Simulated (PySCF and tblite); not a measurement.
Values are calculated unless marked as measured or tabulated.
C₇H₁₁Cl, numbered as in [Cl:1][C@@H:2]1[CH:3]=[CH:4][CH2:5][CH2:6][CH2:7][CH2:8]1.

Search: ETKDG and KDG, MMFF94s, GFN2-xTB, 60 starts; geometries at GFN2-xTB. Free energies are PBE0-D3(BJ)/def2-SVP (IEF-PCM, water) single points with GFN2-xTB rigid-rotor and vibrational terms (plain harmonic). Symmetry numbers and mirror images are counted. Conformers within 4 kcal/mol (GFN2-xTB free energy) were kept, 9 at most. Of two unlike H on one atom, a is the less shielded (mPW1PW91/pcSseg-1 (IEF-PCM, water)). Run with PySCF (density fitting) and tblite.

An NOE distance is ⟨r⁻⁶⟩^(−1/6) over all pairs of like atoms and, for the average, over conformers.

The 7-ring runs over atoms 2–3–4–5–6–7–8.

```tsv
conformer	shape	weight %
1	7-ring puckered (ring torsions 0, -58, 77, -70, 66, -70, 55°)	50.7
2	7-ring puckered (ring torsions 4, 37, -83, 41, 45, -76, 25°)	32.3
3	7-ring puckered (ring torsions 0, 62, -78, 67, -67, 79, -64°)	11.5
4	7-ring puckered (ring torsions -5, -32, 82, -42, -46, 82, -30°)	4.3
```

Not shown: 2 more, 1.3 % in all.

Question: Which H–H contacts under 3.5 Å would NOEs report (pairs on one atom left out) at 298.15 K?

Answer: 
```json
{"pair": "H3 ··· H4", "in 1 (Å)": "2.36", "in 2 (Å)": "2.34", "in 3 (Å)": "2.40", "in 4 (Å)": "2.35", "average (Å)": "2.36"}
{"pair": "H2 ··· H3", "in 1 (Å)": "2.31", "in 2 (Å)": "2.35", "in 3 (Å)": "2.93", "in 4 (Å)": "2.71", "average (Å)": "2.37"}
{"pair": "H2 ··· H8a", "in 1 (Å)": "2.35", "in 2 (Å)": "2.34", "in 3 (Å)": "3.05", "in 4 (Å)": "3.05", "average (Å)": "2.41"}
{"pair": "H6a ··· H7a", "in 1 (Å)": "2.50", "in 2 (Å)": "2.36", "in 3 (Å)": "2.50", "in 4 (Å)": "2.36", "average (Å)": "2.44"}
{"pair": "H7a ··· H8a", "in 1 (Å)": "2.49", "in 2 (Å)": "2.37", "in 3 (Å)": "2.50", "in 4 (Å)": "2.39", "average (Å)": "2.44"}
{"pair": "H6b ··· H7b", "in 1 (Å)": "2.52", "in 2 (Å)": "2.36", "in 3 (Å)": "2.48", "in 4 (Å)": "2.37", "average (Å)": "2.45"}
{"pair": "H7b ··· H8b", "in 1 (Å)": "2.49", "in 2 (Å)": "2.38", "in 3 (Å)": "2.49", "in 4 (Å)": "2.37", "average (Å)": "2.45"}
{"pair": "H4 ··· H5b", "in 1 (Å)": "2.33", "in 2 (Å)": "2.77", "in 3 (Å)": "2.93", "in 4 (Å)": "2.33", "average (Å)": "2.47"}
{"pair": "H7b ··· H8a", "in 1 (Å)": "2.38", "in 2 (Å)": "2.51", "in 3 (Å)": "3.06", "in 4 (Å)": "3.05", "average (Å)": "2.48"}
{"pair": "H2 ··· H8b", "in 1 (Å)": "2.50", "in 2 (Å)": "2.54", "in 3 (Å)": "2.58", "in 4 (Å)": "2.60", "average (Å)": "2.52"}
{"pair": "H5b ··· H6a", "in 1 (Å)": "2.35", "in 2 (Å)": "3.03", "in 3 (Å)": "3.04", "in 4 (Å)": "2.34", "average (Å)": "2.52"}
{"pair": "H4 ··· H5a", "in 1 (Å)": "2.88", "in 2 (Å)": "2.32", "in 3 (Å)": "2.34", "in 4 (Å)": "2.74", "average (Å)": "2.54"}
{"pair": "H6a ··· H7b", "in 1 (Å)": "2.38", "in 2 (Å)": "3.03", "in 3 (Å)": "3.05", "in 4 (Å)": "2.55", "average (Å)": "2.56"}
{"pair": "H5a ··· H6b", "in 1 (Å)": "3.04", "in 2 (Å)": "2.34", "in 3 (Å)": "2.35", "in 4 (Å)": "3.04", "average (Å)": "2.58"}
{"pair": "H5a ··· H6a", "in 1 (Å)": "2.56", "in 2 (Å)": "2.60", "in 3 (Å)": "2.58", "in 4 (Å)": "2.61", "average (Å)": "2.58"}
{"pair": "H5b ··· H6b", "in 1 (Å)": "2.58", "in 2 (Å)": "2.63", "in 3 (Å)": "2.57", "in 4 (Å)": "2.59", "average (Å)": "2.59"}
{"pair": "H5a ··· H7a", "in 1 (Å)": "2.40", "in 2 (Å)": "4.27", "in 3 (Å)": "4.25", "in 4 (Å)": "2.69", "average (Å)": "2.65"}
{"pair": "H6b ··· H7a", "in 1 (Å)": "3.05", "in 2 (Å)": "2.55", "in 3 (Å)": "2.39", "in 4 (Å)": "3.04", "average (Å)": "2.71"}
{"pair": "H6b ··· H8b", "in 1 (Å)": "2.53", "in 2 (Å)": "3.79", "in 3 (Å)": "4.26", "in 4 (Å)": "3.83", "average (Å)": "2.80"}
{"pair": "H7a ··· H8b", "in 1 (Å)": "3.05", "in 2 (Å)": "3.04", "in 3 (Å)": "2.39", "in 4 (Å)": "2.52", "average (Å)": "2.84"}
{"pair": "H5b ··· H8b", "in 1 (Å)": "4.46", "in 2 (Å)": "2.40", "in 3 (Å)": "4.18", "in 4 (Å)": "5.07", "average (Å)": "2.87"}
{"pair": "H5b ··· H7b", "in 1 (Å)": "4.24", "in 2 (Å)": "2.71", "in 3 (Å)": "2.44", "in 4 (Å)": "4.27", "average (Å)": "2.97"}
{"pair": "H2 ··· H7b", "in 1 (Å)": "4.25", "in 2 (Å)": "4.27", "in 3 (Å)": "2.42", "in 4 (Å)": "2.67", "average (Å)": "3.24"}
{"pair": "H6a ··· H8a", "in 1 (Å)": "4.25", "in 2 (Å)": "3.83", "in 3 (Å)": "2.57", "in 4 (Å)": "3.80", "average (Å)": "3.42"}
{"pair": "H3 ··· H8b", "in 1 (Å)": "3.33", "in 2 (Å)": "3.55", "in 3 (Å)": "4.05", "in 4 (Å)": "4.19", "average (Å)": "3.47"}
```

Longer pairs under the limit may be missing.

Question: In a model where alignment follows shape alone (order matrix 0.0005 × (3G/tr G − 1)/2, G the second moments of the atom positions; splitting J + 2D), what are the one-bond C–H dipolar couplings D?

Answer: H2 -0.7 Hz (-1.7 in conformer 1), H3 -1.1 Hz (-0.9 in conformer 1), H4 -1.1 Hz (-1.0 in conformer 1), H5a 1.0 Hz (3.0 in conformer 1), H5b 0.2 Hz (-1.9 in conformer 1), H6b 1.1 Hz (3.2 in conformer 1), H6a 0.3 Hz (-1.5 in conformer 1), H7a 2.0 Hz (3.3 in conformer 1), H7b 0.3 Hz (-0.7 in conformer 1), H8b 2.1 Hz (3.2 in conformer 1), H8a -0.7 Hz (-1.5 in conformer 1).
